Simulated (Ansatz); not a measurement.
Computed with Ansatz on PBE0-D4/def2-TZVP structures; ΔE is electronic, products minus reactants. CCSD(T)/CBS is the MP2 limit (def2-TZVPP, def2-QZVPP) plus CCSD(T) − MP2 in def2-TZVPP, frozen cores. This one scheme is used for every species. Functionals use def2-TZVPP. B3LYP here is the variant with VWN-RPA as its local correlation; programs differ in this. For Se outer-core shells are correlated without core-valence functions, which leaves a few kJ/mol of doubt a bond. Scalar relativity is left out up to krypton. One conformer a species, not always the lowest.

Consider the formal hydrolysis of a B–Se bond: `C[Se]BCF` + H₂O → `OBCF` + `C[SeH]`.

| level | ΔE (kJ/mol) | difference from CCSD(T)/CBS |
| --- | --- | --- |
| r2SCAN-D4 | -50.6 | -5.7 |
| PBE0-D4 | -47.8 | -2.9 |
| B3LYP-D4 | -57.0 | -12.1 |
| ωB97M-V | -58.3 | -13.4 |
| PBE | -49.1 | -4.2 |
| r2SCAN | -51.9 | -7.0 |
| B3LYP | -64.3 | -19.4 |
| HF/def2-TZVPP | -77.7 | -32.8 |
| MP2/def2-TZVPP | -44.8 | 0.1 |
| SCS-MP2/def2-TZVPP | -52.9 | -8.0 |
| CCSD/def2-TZVPP | -54.9 | -10.0 |
| HF/def2-QZVPP | -78.3 | -33.4 |
| MP2/def2-QZVPP | -42.0 | 2.9 |
| SCS-MP2/def2-QZVPP | -50.4 | -5.5 |
| MP2/CBS(def2) | -39.4 | 5.5 |
| CCSD/CBS(def2) | -49.5 | -4.6 |
| CCSD(T)/CBS | -44.9 | 0 |

Largest T1 diagnostic among the species: 0.012.

The D4 term adds +7.3 kJ/mol with B3LYP and +4.0 kJ/mol with PBE0; it sums over pairs of atoms, weighted by their polarisabilities, and B3LYP, whose exchange is more repulsive, gets the larger term. In def2-TZVPP, CCSD(T) changes the Hartree–Fock value by +27.4 kJ/mol (the triples alone add +4.6 kJ/mol) and MP2 by +32.9 kJ/mol.
